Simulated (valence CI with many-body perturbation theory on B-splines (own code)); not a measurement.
Level structure of Dy⁵⁸⁺

Computed by configuration interaction combined with many-body perturbation theory (CI+MBPT): six valence electrons over a frozen Dirac-Fock core [He], a basis of 9 s, 9 p, 8 d, 6 f, 3 g, 1 h functions for each j, with the one-electron correlation potential Σ1 (screened to all orders), the two-electron term Σ2, the three-electron term Σ3, Breit, model QED; selected single and double excitations, second order for the rest, scaled by the run's own slope (own B-spline code, finite nucleus).

No measured spectrum was set against this ion. As an estimate, large intervals hold to a few tenths of a per cent, small ones and those within an open d or f shell to about a per cent. Among the levels kept, up to 2100 cm⁻¹ of a level comes from second order outside the variational space, and about a tenth of that is noise between levels of different J, which matters for small intervals.

Levels 1 to 45 of 60, with energies above the lowest level, (2s^2 2p1/2^2 2p3/2^2) J=2. "Leading %" is the weight of the configuration and term that name the level; weights of strongly mixed levels are sums over their largest components and can fall short, and the name can then belong to a minority configuration. In the jj column 3d3/2^4 stands for four electrons in 3d with j = 3/2. Lifetimes count E1, E2, E3, M1 and M2 decay at the calculated energies, and are blank where another channel may lead or the interval is too uncertain; long ones can be off by a factor of two.

| No. | Configuration | Term | J | E (Ry) | Leading % | Lifetime | Second component | Leading jj |
| --- | --- | --- | --- | --- | --- | --- | --- | --- |
| 1 | 2s²2p⁴ | ³P | 2 | 0.00 | 69 |  | 31 % 2s²2p⁴ ¹D | 2s^2 2p1/2^2 2p3/2^2 (100 %) |
| 2 | 2s²2p⁴ | ¹S | 0 | 3.77 | 64 | 17.0 ms | 36 % 2s²2p⁴ ³P | 2s^2 2p1/2^2 2p3/2^2 (100 %) |
| 3 | 2s²2p⁴ | ³P | 1 | 60.84 | 100 | 167 ps |  | 2s^2 2p1/2 2p3/2^3 (100 %) |
| 4 | 2s²2p⁴ | ¹D | 2 | 62.19 | 69 | 370 ps | 31 % 2s²2p⁴ ³P | 2s^2 2p1/2 2p3/2^3 (100 %) |
| 5 | 2s2p⁵ | ³P° | 2 | 86.08 | 100 | 274 fs |  | 2s 2p1/2^2 2p3/2^3 (100 %) |
| 6 | 2s2p⁵ | ¹P° | 1 | 91.32 | 60 | 110 fs | 39 % 2s2p⁵ ³P° | 2s 2p1/2^2 2p3/2^3 (100 %) |
| 7 | 2s²2p⁴ | ³P | 0 | 124.49 | 64 | 53.6 ps | 35 % 2s²2p⁴ ¹S | 2s^2 2p3/2^4 (99 %) |
| 8 | 2s2p⁵ | ³P° | 0 | 147.66 | 100 | 140 fs |  | 2s 2p1/2 2p3/2^4 (100 %) |
| 9 | 2s2p⁵ | ³P° | 1 | 150.28 | 60 | 124 fs | 39 % 2s2p⁵ ¹P° | 2s 2p1/2 2p3/2^4 (100 %) |
| 10 | 2p⁶ | ¹S | 0 | 179.98 | 99 | 68.0 fs |  | 2p1/2^2 2p3/2^4 (99 %) |
| 11 | 2s²2p³3s | ³P° | 2 | 501.60 | 48 | 15.6 fs | 25 % 2s²2p³3s ⁵S° | 2s^2 2p1/2^2 2p3/2 3s (100 %) |
| 12 | 2s²2p³3s | ¹P° | 1 | 502.19 | 32 | 6.60 fs | 28 % 2s²2p³3s ³D° | 2s^2 2p1/2^2 2p3/2 3s (100 %) |
| 13 | 2s²2p³3p | ³P | 1 | 509.11 | 32 | 1.32 ps | 20 % 2s²2p³3p ⁵P | 2s^2 2p1/2^2 2p3/2 3p1/2 (100 %) |
| 14 | 2s²2p³3p | ³D | 2 | 509.23 | 25 | 837 fs | 21 % 2s²2p³3p ³P | 2s^2 2p1/2^2 2p3/2 3p1/2 (100 %) |
| 15 | 2s²2p³3p | ³D | 3 | 526.48 | 50 | 924 fs | 25 % 2s²2p³3p ⁵P | 2s^2 2p1/2^2 2p3/2 3p3/2 (100 %) |
| 16 | 2s²2p³3p | ³P | 1 | 526.50 | 35 | 888 fs | 26 % 2s²2p³3p ¹P | 2s^2 2p1/2^2 2p3/2 3p3/2 (100 %) |
| 17 | 2s²2p³3p | ³P | 2 | 528.31 | 44 | 999 fs | 17 % 2s²2p³3p ¹D | 2s^2 2p1/2^2 2p3/2 3p3/2 (100 %) |
| 18 | 2s²2p³3p | ³P | 0 | 529.96 | 71 | 387 fs | 29 % 2s²2p³3p ¹S | 2s^2 2p1/2^2 2p3/2 3p3/2 (100 %) |
| 19 | 2s²2p³3d | ³D° | 2 | 534.23 | 33 | 14.0 fs | 20 % 2s²2p³3d ³F° | 2s^2 2p1/2^2 2p3/2 3d3/2 (99 %) |
| 20 | 2s²2p³3d | ³F° | 3 | 534.76 | 27 | 108 fs | 20 % 2s²2p³3d ³G° | 2s^2 2p1/2^2 2p3/2 3d3/2 (98 %) |
| 21 | 2s²2p³3d | ³D° | 1 | 534.99 | 34 | 4.12 fs | 28 % 2s²2p³3d ³P° | 2s^2 2p1/2^2 2p3/2 3d3/2 (100 %) |
| 22 | 2s²2p³3d | ³P° | 0 | 535.17 | 64 | 1.98 ps | 25 % 2s²2p³3d ⁵D° | 2s^2 2p1/2^2 2p3/2 3d3/2 (100 %) |
| 23 | 2s²2p³3d | ³F° | 4 | 538.84 | 51 | 11.9 ps | 25 % 2s²2p³3d ⁵D° | 2s^2 2p1/2^2 2p3/2 3d5/2 (100 %) |
| 24 | 2s²2p³3d | ³D° | 2 | 539.58 | 34 | 1.59 fs | 22 % 2s²2p³3d ³P° | 2s^2 2p1/2^2 2p3/2 3d5/2 (99 %) |
| 25 | 2s²2p³3d | ³D° | 3 | 540.64 | 47 | 714 as | 18 % 2s²2p³3d ¹F° | 2s^2 2p1/2^2 2p3/2 3d5/2 (98 %) |
| 26 | 2s²2p³3d | ³D° | 1 | 541.40 | 34 | 1.07 fs | 28 % 2s²2p³3d ¹P° | 2s^2 2p1/2^2 2p3/2 3d5/2 (99 %) |
| 27 | 2s²2p³3s | ⁵S° | 2 | 561.25 | 54 | 26.4 fs | 34 % 2s²2p³3s ³D° | 2s^2 2p1/2 2p3/2^2 3s (100 %) |
| 28 | 2s²2p³3s | ³S° | 1 | 562.02 | 55 | 6.05 fs | 44 % 2s²2p³3s ³D° | 2s^2 2p1/2 2p3/2^2 3s (100 %) |
| 29 | 2s²2p³3s | ³D° | 3 | 563.00 | 100 | 21.9 fs |  | 2s^2 2p1/2 2p3/2^2 3s (100 %) |
| 30 | 2s²2p³3s | ¹D° | 2 | 563.54 | 66 | 6.74 fs | 33 % 2s²2p³3s ³D° | 2s^2 2p1/2 2p3/2^2 3s (100 %) |
| 31 | 2s²2p³3s | ³P° | 0 | 566.22 | 100 | 14.8 fs |  | 2s^2 2p1/2 2p3/2^2 3s (100 %) |
| 32 | 2s²2p³3s | ³P° | 1 | 566.45 | 66 | 10.7 fs | 33 % 2s²2p³3s ¹P° | 2s^2 2p1/2 2p3/2^2 3s (100 %) |
| 33 | 2s²2p³3p | ⁵P | 1 | 568.59 | 46 | 2.54 ps | 22 % 2s²2p³3p ³D | 2s^2 2p1/2 2p3/2^2 3p1/2 (100 %) |
| 34 | 2s²2p³3p | ³F | 2 | 569.17 | 34 | 1.45 ps | 22 % 2s²2p³3p ³P | 2s^2 2p1/2 2p3/2^2 3p1/2 (100 %) |
| 35 | 2s²2p³3p | ³F | 3 | 570.40 | 44 | 1.05 ps | 33 % 2s²2p³3p ¹F | 2s^2 2p1/2 2p3/2^2 3p1/2 (100 %) |
| 36 | 2s²2p³3p | ³P | 2 | 572.77 | 51 | 583 fs | 21 % 2s²2p³3p ¹D | 2s^2 2p1/2 2p3/2^2 3p1/2 (99 %) |
| 37 | 2s²2p³3p | ³D | 1 | 573.49 | 73 | 1.13 ps | 22 % 2s²2p³3p ¹P | 2s^2 2p1/2 2p3/2^2 3p1/2 (99 %) |
| 38 | 2s²2p³3p | ³P | 0 | 576.43 | 64 | 615 fs | 35 % 2s²2p³3p ¹S | 2s^2 2p1/2 2p3/2^2 3p1/2 (99 %) |
| 39 | 2s2p⁴3s | ⁵P | 3 | 582.41 | 64 | 50.3 fs | 26 % 2s2p⁴3s ³D | 2s 2p1/2^2 2p3/2^2 3s (90 %) |
| 40 | 2s2p⁴3s | ³P | 2 | 584.31 | 48 | 9.07 fs | 16 % 2s2p⁴3s ³D | 2s 2p1/2^2 2p3/2^2 3s (84 %) |
| 41 | 2s²2p³3p | ³P | 0 | 586.22 | 100 | 767 fs |  | 2s^2 2p1/2 2p3/2^2 3p3/2 (99 %) |
| 42 | 2s²2p³3p | ⁵P | 3 | 586.41 | 50 | 397 fs | 23 % 2s²2p³3p ¹F | 2s^2 2p1/2 2p3/2^2 3p3/2 (93 %) |
| 43 | 2s²2p³3p | ³D | 2 | 586.49 | 23 | 46.6 fs | 22 % 2s²2p³3p ⁵P | 2s^2 2p1/2 2p3/2^2 3p3/2 (83 %) |
| 44 | 2s²2p³3p | ¹P | 1 | 587.18 | 50 | 138 fs | 25 % 2s²2p³3p ³D | 2s^2 2p1/2 2p3/2^2 3p3/2 (94 %) |
| 45 | 2s²2p³3p | ³F | 4 | 587.81 | 100 | 721 fs |  | 2s^2 2p1/2 2p3/2^2 3p3/2 (100 %) |

The ionisation energy to 2s²2p³ ²P°3/2 of the next ion comes out as 12691 eV (NIST: 12690 ± 6 eV (theoretical)). All 60 levels together are meant to be complete up to 595.68 Ry.
